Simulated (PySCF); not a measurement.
Steps of a relaxation of Bi(CH3)2I

Bi(CH3)2I (singlet). PySCF 2.14.0, RKS BP86, Bi def2-SVP with ECP60, C def2-SVP, H def2-SVP, I def2-SVP with ECP28; non-relativistic Hamiltonian with scalar-relativistic core potentials where named; density fitting; no spin-orbit coupling. Origin of the start: template. Columns: position (Å) and force (eV/Å). Energies are counted from the last step; some of the 9 steps are shown. Forces carry noise of the integration grid, about 0.01 to 0.03 eV/Å.

Run from Python with OMP_NUM_THREADS=2. Where DIIS fails, smearing, a level shift and second-order steps follow.
It took 42 s on 2 threads of Intel(R) Xeon(R) 6975P-C (Granite Rapids) (shared host), from the converged density of the start.

```xyz
10
step 0  E = 0.504 eV
Bi    0.4119    0.7133    0.3999     0.16    0.28    2.34
C     2.5721    0.7131   -0.3867    -0.48    0.06   -0.79
H     2.5619    0.7131   -1.4767     0.21    0.01   -0.62
H     3.0894    1.6031   -0.0282     0.13    0.60    0.28
H     3.0892   -0.1769   -0.0282     0.06   -0.55    0.29
C    -0.6680    2.5842   -0.3867     0.29   -0.38   -0.79
H    -0.6629    2.5753   -1.4767    -0.09    0.19   -0.62
H    -1.6974    2.5872   -0.0282    -0.51   -0.22    0.29
H    -0.1558    3.4771   -0.0282     0.45    0.41    0.28
I    -0.9078   -1.5720   -0.5611    -0.21   -0.41   -0.69
```

```xyz
10
step 3  E = 0.040 eV
Bi    0.4355    0.7542    0.7590     0.01    0.01   -0.34
C     2.4607    0.7522   -0.3965    -0.09   -0.01   -0.02
H     2.3495    0.7761   -1.5031    -0.12    0.00    0.21
H     3.0221    1.6457   -0.0494     0.00   -0.03   -0.04
H     2.9978   -0.1689   -0.0889    -0.02    0.06   -0.04
C    -0.5785    2.5073   -0.3965     0.05   -0.09   -0.02
H    -0.5022    2.4229   -1.5031     0.07   -0.11    0.22
H    -1.6447    2.5121   -0.0889     0.07    0.01   -0.04
H    -0.0852    3.4401   -0.0493    -0.02   -0.02   -0.03
I    -0.8224   -1.4242   -0.6839     0.08    0.15    0.10
```

```xyz
10
step 5  E = 0.003 eV
Bi    0.4329    0.7497    0.8138    -0.01   -0.02    0.02
C     2.3969    0.7816   -0.3829     0.08   -0.02   -0.08
H     2.1947    0.8386   -1.4716    -0.04    0.00    0.09
H     2.9816    1.6662   -0.0565     0.00    0.01   -0.01
H     2.9588   -0.1444   -0.1496     0.00    0.03   -0.02
C    -0.5212    2.4667   -0.3828    -0.06    0.06   -0.08
H    -0.3707    2.3200   -1.4716     0.02   -0.03    0.09
H    -1.6040    2.4904   -0.1496     0.02    0.01   -0.02
H    -0.0472    3.4152   -0.0565     0.00    0.01   -0.01
I    -0.7892   -1.3666   -0.6934    -0.03   -0.04    0.01
```

Problem. Where does the relaxation end?

Solution. It converges at step 8 in Cs:
```xyz
10
step 8  E = 0
Bi    0.4276    0.7405    0.8293
C     2.3887    0.7897   -0.3817
H     2.1494    0.8701   -1.4584
H     2.9762    1.6707   -0.0513
H     2.9567   -0.1397   -0.1836
C    -0.5101    2.4636   -0.3817
H    -0.3207    2.2965   -1.4584
H    -1.5989    2.4910   -0.1835
H    -0.0406    3.4128   -0.0512
I    -0.7956   -1.3778   -0.6801
```

Problem. How did the contacts change?

Solution. 
| contact | start (Å) | end (Å) |
| --- | --- | --- |
| Bi1–C2 (CH3) | 2.299 | 2.305 |
| Bi1–C6 (CH3) | 2.299 | 2.305 |
| Bi1–I10 (I) | 2.809 | 2.874 |
